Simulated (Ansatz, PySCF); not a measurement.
Bond stretch in SiB (cation, charge +1), lowest triplet found (which spin is the ground state isn't settled by this scan).

- UKS-B3LYP/6-31G* = PySCF with unrestricted B3LYP/6-31G*, spherical d
- FCI = full CI/aug-cc-pVDZ, frozen core (Ansatz, a program for electronic structure)

Energies relative to the lowest point of each curve between 2.04 and 2.64 Å, where full CI is lowest, in kJ/mol:

```csv
R / Å,UKS-B3LYP/6-31G*
2.04,2.9
2.10,0.0
2.22,2.7
2.30,8.3
2.44,21.7
2.64,42.9
2.87,65.3
3.15,87.6
3.46,106.9
3.81,123.4
4.26,138.3
5.62,153.6
```

Q: Predict the corresponding FCI column.

A: 2.04: 5.2; 2.10: 0.5; 2.22: 0.0; 2.30: 3.8; 2.44: 14.5; 2.64: 33.2; 2.87: 55.1; 3.15: 80.2; 3.46: 105.1; 3.81: 129.7; 4.26: 155.8; 5.62: 200.7 (kJ/mol).

The scan ran from 1.41 to 6.69 Å; beyond the distances shown full CI changes its symmetry label.
